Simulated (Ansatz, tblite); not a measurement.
Spin states of the cluster B4⁺, each relaxed with B3LYP-D4/def2-TZVP in Ansatz. Electronic energies in the gas phase.

The xTB rows come from tblite. LC-ωPBE has ω = 0.4 bohr⁻¹. Correlated methods freeze 4 core orbitals. The structure comes from a short search, and lower isomers may exist.

Doublet geometry (D4h within 0.1 Å):

```xyz
4

B    -0.683   -0.790   -0.318
B     0.683    0.790    0.318
B    -0.851    0.627    0.271
B     0.851   -0.627   -0.271
```

Quartet geometry (D4h within 0.1 Å):

```
atom   x (Å)   y (Å)   z (Å)
  B1  -0.220  -0.781  -0.852
  B2   0.220   0.780   0.852
  B3  -1.119   0.361  -0.041
  B4   1.119  -0.360   0.041
```

⟨S²⟩: doublet 0.76 at PBE0-D4/def2-TZVP (pure 0.75), quartet 3.80 at PBE0-D4/def2-TZVP (pure 3.75).

Run but left out: MP2/def2-TZVP, MP2/def2-TZVPP (quartet: ⟨S²⟩ 3.93, where a pure state has 3.75).

Only these spin states were relaxed.

(1) Estimate which spin state lies lowest at each of these levels, and by how much: GFN1-xTB; HF/STO-3G; HF/def2-TZVPP; r2SCANh-D4/def2-TZVP; PBE0-D4/def2-TZVP; CAM-B3LYP-D4/def2-TZVP; LC-ωPBE/def2-TZVP; CCSD/def2-TZVPP.

Results:

(1) 
| level | quartet − doublet (kcal/mol) | lowest of these | remarks |
| --- | --- | --- | --- |
| GFN1-xTB | 45.8 | doublet | – |
| HF/STO-3G | 21.0 | doublet | spin-contaminated (⟨S²⟩ 3.92) (quartet) |
| HF/def2-TZVPP | 18.2 | doublet | spin-contaminated (⟨S²⟩ 3.93) (quartet) |
| r2SCANh-D4/def2-TZVP | 29.6 | doublet | – |
| PBE0-D4/def2-TZVP | 34.4 | doublet | – |
| CAM-B3LYP-D4/def2-TZVP | 40.7 | doublet | – |
| LC-ωPBE/def2-TZVP | 39.0 | doublet | – |
| CCSD/def2-TZVPP | 34.7 | doublet | spin-contaminated (⟨S²⟩ 3.93) (quartet) |

The xTB methods have no spin-polarisation term.
